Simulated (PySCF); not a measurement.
A species of formula C11H10 has this rotational fingerprint, computed with PBE0/pcSseg-1 in PySCF (dipole) on a GFN2-xTB geometry, gas phase:

| Quantity | Value |
| --- | --- |
| Rotational constants | A = 1529, B = 1099, C = 713.1 MHz |
| Dipole components | \|μa\| = 0.28 D, \|μb\| = 0.27 D, \|μc\| = 0.31 D |
| Inertial defect | -81.67 u·Å² |
| κ | -0.05 |

Task: Which structure is it? (One computed conformer of each.)
A. `C=C1C=Cc2ccc(C)cc21`
B. `[CH:1]#[C:2][C:3]1=[CH:4][CH2:5][CH:6]=[CH:7][C@@H:8]1[C:9]#[C:10][CH3:11]` with C3–C4–C5–C6 -17°, C4–C5–C6–C7 17°, C6–C7–C8–C9 100°, C2–C3–C8–C7 -160°
C. 1-methylnaphthalene (`CC1=CC=CC2=CC=CC=C12`)
D. 2-methylnaphthalene, `CC1=CC2=CC=CC=C2C=C1`
E. `[CH:1]#[C:2][c:3]1[cH:4][cH:5][cH:6][cH:7][c:8]1[C:9](=[CH2:10])[CH3:11]` with C7–C8–C9–C10 -61°
F. `[CH:1]#[C:2][c:3]1[cH:4][cH:5][cH:6][c:7]([CH2:8][CH:9]=[CH2:10])[cH:11]1` with C6–C7–C8–C9 -80°, C7–C8–C9–C10 121°

Result: E. It is C#Cc1ccccc1C(=C)C, an asymmetric top, point group C1. The candidates at the same level (rigid rotor, commonest isotopes):

```
                SMILES  A (MHz)  B (MHz)  C (MHz)  μa (D)  μb (D)  μc (D)  Δ (u·Å²)  point group           rotor
C#CC1=CCC=C[C@@H]1C#CC     1246    954.2    639.9    0.20    0.86    0.62   -145.49           C1  asymmetric top
     C#Cc1ccccc1C(=C)C     1529     1099    713.1    0.28    0.27    0.31    -81.67           C1  asymmetric top
   C=C1C=Cc2ccc(C)cc21     2252    925.7    658.7    0.08    0.52    0.05     -3.13            –  asymmetric top
       Cc1ccc2ccccc2c1     2849    834.0    647.7    0.53    0.01    0.00     -3.13           Cs  asymmetric top
       Cc1cccc2ccccc12     1925     1140    719.0    0.14    0.35    0.00     -3.14           Cs  asymmetric top
     C#Cc1cccc(CC=C)c1     2402    621.3    525.0    0.67    0.25    0.13    -61.32           C1  asymmetric top
```

`Cc1ccc2ccccc2c1` has A 86 % too high; `Cc1cccc2ccccc12` has A 26 % too high; `C#CC1=CCC=C[C@@H]1C#CC` has A 19 % too low; `C=C1C=Cc2ccc(C)cc21` has A 47 % too high; `C#Cc1cccc(CC=C)c1` has A 57 % too high. No structure here is proved a minimum.
